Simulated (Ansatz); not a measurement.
C3H9InOS (`C[CH](C)[In]([OH])[SH]`) at its PBE0-D4/def2-TZVP geometry, where that method's forces vanish. Total charge 0; spin multiplicity 1. In takes the def2 core potential.

```xyz
15

C     0.8169   -1.1933    1.0143
C     0.0038    0.0780    0.8226
C    -1.4653   -0.1205    1.1673
In    0.2413    0.8644   -1.1850
O     1.5565    0.1409   -2.5012
S    -0.9375    2.6350   -2.2580
H     1.8814   -1.0423    0.8180
H     0.7234   -1.5554    2.0457
H     0.4709   -2.0002    0.3616
H     0.4133    0.8645    1.4653
H    -2.0457    0.7997    1.0679
H    -1.5700   -0.4657    2.2033
H    -1.9348   -0.8771    0.5318
H     2.0777   -0.5909   -2.1639
H    -0.2318    2.4628   -3.3897
```

(1) What forces (eV/Å) does PBE-D4/def2-TZVPP give on these atoms in the Gaussian-basis code of Ansatz? (Estimate.)

Results:

(1) The calculation gave: 
```
C1   0.027  0.019 -0.049
C2  -0.030 -0.067  0.131
C3  -0.009  0.032 -0.044
In4 -0.129  0.058  0.211
O5   0.050  0.221 -0.541
S6  -0.269  0.237  0.081
H7   0.209  0.017 -0.037
H8  -0.020 -0.072  0.208
H9  -0.062 -0.162 -0.122
H10  0.087  0.172  0.094
H11 -0.124  0.173 -0.015
H12 -0.023 -0.071  0.211
H13 -0.098 -0.146 -0.118
H14  0.257 -0.377  0.201
H15  0.134 -0.035 -0.211
```
